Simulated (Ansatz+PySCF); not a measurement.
Results of a calculation; reference values are marked as such.
## PySCF 2.14.0 run

```python
from pyscf import gto, dft

mol = gto.M(atom="""
Be 0.000000 0.000000 -0.652100
H 0.000000 0.000000 2.608390
""", basis='6-31g', charge=0, spin=1)
mf = dft.UKS(mol, xc='pbe0')
mf.kernel()
print(mf.converged, mf.e_tot, mf.spin_square()[0])
```

The script is written out from the run's settings.

Output:

```json
{
  "Converged": "yes",
  "Total energy": "-15.13205 hartree",
  "Spin squared of the determinant": "0.764"
}
```

Caution: charge can spread falsely over distant fragments.
